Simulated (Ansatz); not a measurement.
C₄H₄F₂, SMILES CC=C=C(F)F.

Geometry: PBE0-D3(BJ)/def2-SVP.

Two levels are set side by side: PBE/def2-SVPD (Ansatz, a quantum-chemistry and plane-wave program) and PBE0/def2-SVPD (Ansatz). Energy differences of separate SCF runs at the same geometry; the states with an electron removed or added have multiplicity 2 and 2. Differences are taken from unrounded values.

```
quantity                           PBE0
---------------------------------  ----
vertical ionisation energy (eV)    9.54
vertical singlet–triplet gap (eV)  4.16
```

**Question.** What does PBE give, and how far is it from PBE0? (The exact figures need the calculation; the answer reports its results.)

**Answer.** 
| quantity | PBE | PBE minus PBE0 |
|---|---|---|
| vertical ionisation energy (eV) | 9.36 | -0.18 |
| vertical singlet–triplet gap (eV) | 4.20 | 0.04 |

Here PBE gives about what the other level gives.
